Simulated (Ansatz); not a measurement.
Two structures of ZnH$_{3}$ClO$_{2}$, singlet, reached by relaxing down either side of one saddle point (PBE0-D4/def2-TZVP). Energies are electronic, without zero-point energy. Ansatz 0.2.0; basis: def2-TZVPP and def2-QZVPP; cores frozen in the correlated methods. The 3s and 3p shells of Cu and Zn are frozen; filled d shells are correlated. Extrapolation: Hartree–Fock as exp(−7.88 √X), correlation as X^−2.97. First:

```tsv
atom	x (Å)	y (Å)	z (Å)
Zn1	-1.0867	-0.8552	0.3632
H2	-2.1126	-0.5775	1.4679
Cl3	-0.1221	-1.7197	-1.3650
H4	0.1352	1.6650	0.4484
O5	0.4714	0.7630	0.5315
O6	1.5072	0.7394	-0.4469
H7	1.2076	-0.0151	-0.9991
```

Second:

| atom | x (Å) | y (Å) | z (Å) |
| --- | --- | --- | --- |
| Zn1 | -0.2393 | -0.7454 | -0.3884 |
| H2 | -1.7741 | -0.0713 | 1.5324 |
| Cl3 | -1.2076 | -2.5355 | -0.8480 |
| H4 | -1.3502 | 0.5463 | 1.4696 |
| O5 | 0.6294 | 0.7908 | -0.0162 |
| O6 | 1.5612 | 0.9261 | -1.1153 |
| H7 | 2.3806 | 1.0891 | -0.6342 |

Task: Which bonds change from the first to the second?

Result: ZnHCl ([Cl][ZnH]) + H₂O₂ ([OH][OH]) → ZnHClO₂ ([OH][O][Zn][Cl]) + H₂; bonds formed: H2–H4; dative contacts that become bonds: Zn1–O5; bonds broken: Zn1–H2, H4–O5.

Task: Give the saddle point's structure and its height above each. (An estimate is asked for; the value comes from the calculation.)

Result: Computed: 32.59 kcal/mol above the first and 24.00 kcal/mol above the second (CCSD(T) at an estimated basis limit (MP2 extrapolated from triple and quadruple zeta, plus CCSD(T) − MP2 in triple zeta)).
Zn1  (-0.729, -1.030, -0.046)
H2  (-1.285, 0.170, 1.202)
Cl3  (-1.346, -2.792, -1.022)
H4  (-0.519, 0.685, 0.824)
O5  (0.546, 0.440, 0.189)
O6  (1.247, 1.186, -0.798)
H7  (2.087, 1.341, -0.349)
(Å)

T1 diagnostic: at most 0.017.

Labels in which every atom is bracketed show which atoms are joined, not bond orders.

For scale, one of the runs: CCSD(T)/def2-TZVPP, 210 basis functions, launched by `ansatz run in.yaml --threads 4 --pin off --events-out ev --progress --plain --max-ram 9574MiB`. The run took 110 s on 4 CPU threads of an Arm Neoverse V1 (shared host), with 2.9 GiB of host memory at its peak.
